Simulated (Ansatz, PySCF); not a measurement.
Donor–acceptor adduct: BH3 (SMILES B) (first 4 atoms) with PH3 (SMILES P); geometry from B3LYP-D3(BJ)/def2-TZVP, rigid monomers moved along the line of their centres of mass till B1···P5 is 2.70 Å.
(charge 0, multiplicity 1):
```xyz
8

B     -0.030    -0.077     0.672
H      1.097    -0.421     0.418
H     -0.842    -0.969     0.655
H     -0.384     0.932     0.116
P      0.088     0.633     3.276
H     -1.092     1.091     3.889
H      0.479    -0.344     4.209
H      0.964     1.672     3.637
```

Monomers are frozen at their geometry in the pair; levels with a basis set take the counterpoise correction. Rows marked so take none.

Correlated levels freeze the cores. CBS(a, b) extrapolates the correlation energy as X⁻³ and adds the Hartree–Fock energy of set b. Rows in 6-31G* carry no dispersion term and start afresh at each structure (6-31G* with six Cartesian d functions). MP2/6-31G* freezes PySCF's default core.

Run with Ansatz (Gaussian basis) for Hartree–Fock, density functionals and correlated methods; PySCF for 6-31G* rows. 

### Question
Predict the interaction energy from HF/6-31G*.

### Answer
-11.1 kcal/mol

Ansatz is an electronic-structure program.
